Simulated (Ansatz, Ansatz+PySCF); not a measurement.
```xyz
6

N     0.0000    0.0000    0.0000
H     0.5945    0.5945    0.5945
H     0.5945   -0.5945   -0.5945
H    -0.5945    0.5945   -0.5945
H    -0.5945   -0.5945    0.5945
F    30.0000    0.0000    0.0000
```

Basis set: STO-3G (spherical functions). Correlated methods keep 2 orbitals frozen. Charge 0, multiplicity 1.

Computed with Ansatz (development build ahead of 0.2.0); each method stands on the lowest determinant of its kind that the runs found.

The atomization energy at this shape (free ground-state atoms in the same class of orbitals less the molecule, no zero-point energy) of singlet NH₄F in separate pieces:

```
      method  atomization energy
UHF-CCSDT(Q)             4.52 eV
 UHF-CCSD(T)             4.51 eV
     UHF-MP2             3.75 eV
         UHF             2.04 eV
```

(1) What does RHF give?

Answers

(1) -1.65 eV. Caution for UHF-CCSDT(Q), UHF-CCSD(T), UHF-MP2: bonds are stretched, where a single reference can fail. Caution for UHF-CCSDT(Q), UHF-CCSD(T), UHF-MP2, UHF: the determinant breaks the point group; the unrestricted determinant is a mixture of spin states. Caution for RHF: an unrestricted determinant lies well below; the molecule lies well above its atoms at this level.

This basis has no polarisation functions and is too small for such energies, which can lie far from measured ones in either direction.
